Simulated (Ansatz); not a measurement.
Basis-set series for FGeH₅O₂Si, SMILES `[OH][Ge]([OH])([F])[SiH3]`. Charge 0, multiplicity 1. All single points use the PBE0-D4/def2-TZVP geometry. It is one conformer, not always the lowest.

```
functional       basis  functions  energy (Eh)  HOMO (eV)  LUMO (eV)
   PBE0-D4  def2-TZVPP        253  -2619.38780      -8.66      -0.20
   PBE0-D4  def2-QZVPP        480  -2619.45789      -8.71      -0.35
   ωB97M-V  def2-TZVPP        253  -2619.81209     -10.83       1.55
   ωB97M-V  def2-QZVPP        480  -2619.87940     -10.89       1.17
```

Task: Give the rows for def2-SVP. (Estimate.)

Result: Computed: 
| functional | basis | functions | energy (Eh) | HOMO (eV) | LUMO (eV) |
| --- | --- | --- | --- | --- | --- |
| PBE0-D4 | def2-SVP | 117 | -2618.69947 | -8.51 | 0.10 |
| ωB97M-V | def2-SVP | 117 | -2619.11641 | -10.67 | 2.00 |

Positive LUMOs are unbound and depend on the basis. Scalar relativity is left out up to krypton.
